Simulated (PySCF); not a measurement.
Computed with PySCF with PBE-D3(BJ)/def2-TZVP // B3LYP-D3(BJ)/def2-TZVP. Gas-phase values, no solvent. Excitations are Tamm–Dancoff values on a coarser integration grid. The basis has no diffuse functions, so Rydberg states are missing or too high.

Reference species (SMILES): `BrB(I)Br` (neutral, multiplicity 1).

```
Property                                       Value
-------------------------------------------  -------
T1 excitation (TDA)                          3.47 eV
HOMO–LUMO gap                                3.55 eV
S1 oscillator strength                         0.000
brightest of the four lowest singlets (TDA)  4.69 eV
```

Changed species: `BrB(Br)Br` (0 of 3 Br replaced by I; the reference has 1 of 3 Br replaced by I).

Predict the effect on the T1 excitation (TDA), HOMO–LUMO gap, S1 oscillator strength and brightest of the four lowest singlets (TDA).

the T1 excitation (TDA) rises by 0.51 eV, to 3.98 eV; the HOMO–LUMO gap rises by 0.52 eV, to 4.07 eV; the S1 oscillator strength stays essentially unchanged; the brightest of the four lowest singlets (TDA) goes up by 0.85 eV, to 5.54 eV.
